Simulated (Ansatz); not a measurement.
Problem. Name a neutral molecule of C, F, Sn and H with size of the dipole moment (ωB97M-V/def2-TZVPP) between 1.85 and 2.15 D and HOMO energy (PBE0/def2-TZVPP) between -7.70 and -7.40 eV (Ansatz, PBE0-D4/def2-TZVP geometry).

Solution. `C=[C](F)[SnH2][CH3]` (2.07 D, -7.58 eV); `FC1[CH2][SnH2][CH2]1` (2.06 D, -7.48 eV). Other molecules can fit too; these were computed, each in one conformer that needn't be the lowest.
